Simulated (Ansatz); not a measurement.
C2H6BFSe (`C[Se]BCF`), relaxed with RKS PBE-D4/def2-SVP in Ansatz from a rough embedded geometry. The force threshold is 0.03 eV/Å; the program also tests the step.

Total charge 0; spin multiplicity 1.

Start:

```xyz
11

C     0.847    1.129   -1.337
Se    1.729    0.320    0.114
B     0.202   -0.946    0.366
C    -1.047   -0.666    1.334
F    -1.134   -1.518    2.345
H     1.459    1.978   -1.796
H    -0.147    1.566   -1.052
H     0.630    0.387   -2.192
H     0.242   -2.043   -0.216
H    -0.848    0.397    1.735
H    -1.933   -0.606    0.700
```

```
         step  energy (eV)  largest force (eV/Å)  largest move (Å)
            1  -70884.7751                 4.006             0.000
            2  -70885.1516                 1.166             0.185
            3  -70885.2595                 0.881             0.193
            4  -70885.3172                 1.054             0.193
            5  -70885.3963                 1.083             0.194
            6  -70885.5123                 0.922             0.198
            7  -70885.6544                 0.579             0.198
            8  -70885.7955                 0.425             0.197
            9  -70885.9113                 0.550             0.194
           10  -70886.0164                 0.632             0.200
           11  -70886.1177                 0.427             0.198
           12  -70886.1757                 0.240             0.195
           13  -70886.1898                 0.535             0.187
           14  -70886.2069                 0.146             0.084
           15  -70886.2087                 0.059             0.017
           16  -70886.2098                 0.051             0.043
           17  -70886.2106                 0.048             0.043
           18  -70886.2110                 0.034             0.031
           19  -70886.2113                 0.049             0.039
           20  -70886.2117                 0.047             0.024
           21  -70886.2121                 0.067             0.067
22 (rejected)  -70886.2114                 0.082             0.031
           23  -70886.2126                 0.025             0.015
           24  -70886.2130                 0.023             0.038
25 (rejected)  -70886.2130                 0.076             0.074
           26  -70886.2133                 0.019             0.036
           27  -70886.2134                 0.056             0.064
           28  -70886.2135                 0.026             0.010
```

End:

```xyz
11

C     1.020    1.106   -1.799
Se    0.485    1.239    0.093
B    -0.256   -0.497    0.401
C    -0.942   -0.830    1.785
F    -1.066   -2.205    1.991
H     2.061    1.469   -1.891
H     0.350    1.739   -2.409
H     0.951    0.052   -2.122
H    -0.221   -1.317   -0.495
H    -0.416   -0.382    2.661
H    -1.965   -0.375    1.786
```

It took 36 s on 4 threads of an Arm Neoverse V1 on a shared host, with 0.17 GiB of host memory at the peak.
